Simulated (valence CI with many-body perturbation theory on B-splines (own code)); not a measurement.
# Kr⁵⁺: magnetic and hyperfine properties of the levels

Method: configuration interaction combined with many-body perturbation theory (CI+MBPT): three valence electrons over a frozen Dirac-Fock core [Ar] 3d10, radial functions for each j: 11 s, 11 p, 9 d, 7 f, 5 g, 2 h, 1 i, with the one-electron correlation potential Σ1, the two-electron term Σ2, the three-electron term Σ3, Breit, model QED; selected CI, second order for the rest, scaled by the run's own slope (own B-spline code, finite nucleus).

Against 39 measured levels this calculation errs by 174 cm⁻¹ on average and by 872 at most. These come from a selection out of Saloman, J. Phys. Chem. Ref. Data 36, 215 (2007). Levels without a partner in it may be off by more. 4 measured levels below the end of the list, from 390595 cm⁻¹ on, found no clear computed partner, and computed levels of the same name lie up to 2816 cm⁻¹ from them.

A/g_I is the dipole constant over the nuclear g factor μ/I (μ in nuclear magnetons, uniformly magnetised nucleus), B/Q the quadrupole constant per barn. Both hold the static response of the core; the bare values leave it out. Large factors of s and p1/2 electrons are usually good to 5 to 10 %; those of open d and f shells near neutrality can be off by tens of per cent, and small factors of p3/2, d and f electrons come from cancelling terms and can be off by a factor of two or in sign, in half-filled shells by more. B is blank for J = 1/2, where it vanishes, and for nearly pure S terms. Energies count from the lowest level.

Names give the largest LS component (configuration and term), which can be under half, so a name can repeat, a term be missing and a line seem to break the LS rules; names also repeat where a configuration has a term twice. Letters in brackets count levels of one name in rising energy.

```
               Level  E (cm⁻¹)      g  A/g_I (MHz)  A/g_I bare  B/Q (MHz/b)  B/Q bare
      4s2 4p 2P°_1/2         0  0.666         7610        7020                       
      4s2 4p 2P°_3/2      8104  1.334         1440        1270         2640      2330
       4s 4p2 4P_1/2    107670  2.662        17700       16100                       
       4s 4p2 4P_3/2    111020  1.732         7840        7150         2230      1960
       4s 4p2 4P_5/2    115310  1.593         7900        7210        -2790     -2460
       4s 4p2 2D_3/2    141540  0.805        -2560       -2350         3530      3120
       4s 4p2 2D_5/2    142590  1.208         7700        7080         4990      4400
       4s 4p2 2S_1/2    170030  1.723        24100       22100                       
       4s 4p2 2P_1/2    180380  0.953        11300       10400                       
       4s 4p2 2P_3/2    183900  1.330        -1970       -1860        -2660     -2370
       4s2 4d 2D_3/2    222100  0.800          110        99.4          581       473
       4s2 4d 2D_5/2    223020  1.200          775         706          810       658
       4s2 5s 2S_1/2    275510  2.002         9850        9180                       
         4p3 2D°_3/2    275780  0.998          763         705         1030       905
         4p3 2D°_5/2    277800  1.200         2910        2660         -702      -631
         4p3 4S°_3/2    278680  1.801         -301        -311         -332      -295
         4p3 2P°_1/2    303500  0.666         6560        6020                       
         4p3 2P°_3/2    305180  1.335         1130        1020         -913      -817
    4s 4p 4d 4F°_3/2    312290  0.406        -3950       -3620         1380      1170
    4s 4p 4d 4F°_5/2    314010  1.032         2100        1920         1130       947
    4s 4p 4d 4F°_7/2    316580  1.240         3810        3490         1660      1400
    4s 4p 4d 4F°_9/2    320240  1.334         4190        3830         3270      2800
      4s2 5p 2P°_1/2    324140  0.666         2300        2120                       
      4s2 5p 2P°_3/2    326670  1.334          714         652          876       784
    4s 4p 4d 4P°_5/2    331690  1.519         5080        4650         1240      1040
    4s 4p 4d 4D°_3/2    332880  1.424         3610        3300          752       653
    4s 4p 4d 4D°_1/2    333710  0.410        -8260       -7580                       
    4s 4p 4d 4P°_1/2    337740  2.260        15600       14300                       
    4s 4p 4d 4D°_7/2    337900  1.425         5180        4730        -2180     -1950
    4s 4p 4d 4P°_3/2    338100  1.489         6150        5620         -923      -777
    4s 4p 4d 4D°_5/2    338200  1.419         5280        4830        -1470     -1280
4s 4p 4d 2D°_3/2 [a]    343010  0.818        -4360       -4000        -1380     -1240
4s 4p 4d 2D°_5/2 [a]    343310  1.215         6120        5620        -2010     -1810
4s 4p 4d 2F°_5/2 [a]    351670  0.874         2210        2040         2600      2250
      4s2 4f 2F°_7/2    356240  1.144         -287        -264         1480      1250
      4s2 4f 2F°_5/2    357560  0.858        -1310       -1200         1120       934
4s 4p 4d 2F°_7/2 [a]    358860  1.144         2620        2400         2870      2470
4s 4p 4d 2P°_3/2 [a]    374190  1.313         5150        4710          407       342
4s 4p 4d 2P°_1/2 [a]    377180  0.665        -8200       -7520                       
    4s 4p 5s 4P°_1/2    391460  2.622        21100       19400
```

Question: Take the isotope of mass number 85, with I = 9/2, μ = -1.0055 μN and Q = 0.443 b. What is the hyperfine structure of 4s2 4p 2P°_1/2?

Answer: From the table A = -1700 MHz. Shifts from the centre of gravity in MHz: F = 4: 4680, F = 5: -3820.
